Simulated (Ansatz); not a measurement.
Stepwise reaction of `[F][In]([SH])[SH]` with water, as a gas-phase model of exchange steps in deposition or etching. ΔE in kJ/mol.

Gas-phase electronic energies from Ansatz, PBE0-D4/def2-TZVP geometries. CCSD(T)/CBS is the MP2 limit (def2-TZVPP, def2-QZVPP) plus CCSD(T) − MP2 in def2-TZVPP, frozen cores. This one scheme is used for every species. Functionals use def2-TZVPP. B3LYP here is the variant with VWN-RPA as its local correlation; programs differ in this. def2 core potentials past Kr. For In outer-core shells are correlated without core-valence functions, which leaves a few kJ/mol of doubt a bond. Each species was taken in one conformer, which may not be the lowest.

```
step                                               reaction  PBE-D4  B3LYP-D4  ωB97M-V  CCSD(T)/CBS
   1  `[F][In]([SH])[SH]` + H₂O → `[OH][In]([F])[SH]` + H₂S    65.1      63.9     64.2         65.3
   2  `[OH][In]([F])[SH]` + H₂O → `[OH][In]([OH])[F]` + H₂S    73.6      72.2     72.9         72.9
```

By hand: ΔE of the 2 steps together at CCSD(T)/CBS.

(65.3) + (72.9) = 138.2 kJ/mol, or 69.1 kJ/mol a step.

In ΔE each step is higher than the one before. All are uphill at CCSD(T)/CBS. PBE-D4 differs from CCSD(T)/CBS by -0.2 to 0.7 kJ/mol a step. Isolated molecules leave out the surface, adducts and barriers. Largest T1 diagnostic: 0.017.
